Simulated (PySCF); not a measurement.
Species: C₈H₉B.
SMILES with atom numbers: `[CH:1]#[C:2]/[CH:3]=[CH:4]/[CH2:5][BH:6][C:7]#[C:8][CH3:9]` (hydrogens: H10 on C1; H11 on C3; H12 on C4; H13, H14 on C5; H15 on B6; H16, H17, H18 on C9)

Torsions of this conformer, `[CH:1]#[C:2]/[CH:3]=[CH:4]/[CH2:5][BH:6][C:7]#[C:8][CH3:9]`: C3–C4–C5–B6 -124°, C4–C5–B6–C7 154°.

The closed-shell ground state was solved at several levels (PySCF, density fitting, gas phase, non-relativistic). Geometry: PBE0-D3(BJ)/def2-SVP, one conformer, isolated molecule.

| level | basis functions | HOMO (eV) | LUMO (eV) | gap (eV) | dipole (D) |
| --- | --- | --- | --- | --- | --- |
| CAM-B3LYP/def2-SVPD | 252 | -7.81 | -0.70 | 7.11 | 3.01 |
| PBE0/pcSseg-1 | 198 | -6.57 | -1.81 | 4.76 | 3.11 |

Problem. Estimate the row for HF/pcSseg-1, a basis of 198 functions; the other rows only guide the guess.

Solution. HOMO -8.76 eV, LUMO 1.86 eV, gap 10.62 eV, dipole 2.88 D.

Problem. Over all these levels, which gives the widest orbital gap and which the narrowest?

Solution. HF/pcSseg-1 (Hartree–Fock, all exact exchange) has the widest, 10.62 eV, and PBE0/pcSseg-1 (global hybrid, 25 % exact exchange) the narrowest, 4.76 eV. The two share the basis. From the narrowest to the widest the HOMO moves by -2.19 eV and the LUMO by +3.67 eV. The HOMO need not be the same orbital at Hartree–Fock and at DFT levels.

Problem. How far do the dipole and the HOMO energy spread over the levels?

Solution. The dipole runs from 2.88 to 3.11 D (mean 3.00 D) and the HOMO from -8.76 to -6.57 eV.
